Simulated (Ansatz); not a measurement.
C3H7NSi, SMILES C1(C)=NC[SiH2]1.

Geometry optimised at PBE0-D3(BJ)/def2-SVP. The structure was generated by enumeration, and PubChem lists no compound with its InChIKey, so it may never have been made.

Two levels are set side by side: PBE/def2-TZVPD (Ansatz, a first-principles code) and PBE0/def2-TZVPD (Ansatz). Energy differences of separate SCF runs at the same geometry; the states with an electron removed or added have multiplicity 2 and 2. Differences are taken from unrounded values.

| quantity | PBE0 |
|---|---|
| vertical ionisation energy (eV) | 8.68 |
| vertical singlet–triplet gap (eV) | 3.50 |

Problem. What does PBE give, and how far is it from PBE0? (The exact figures need the calculation; the answer reports its results.)

Solution. 
```json
[
 {"quantity": "vertical ionisation energy (eV)", "PBE": "8.54", "PBE minus PBE0": "-0.13"},
 {"quantity": "vertical singlet–triplet gap (eV)", "PBE": "3.48", "PBE minus PBE0": "-0.02"}
]
```

Here PBE gives about what the other level gives.
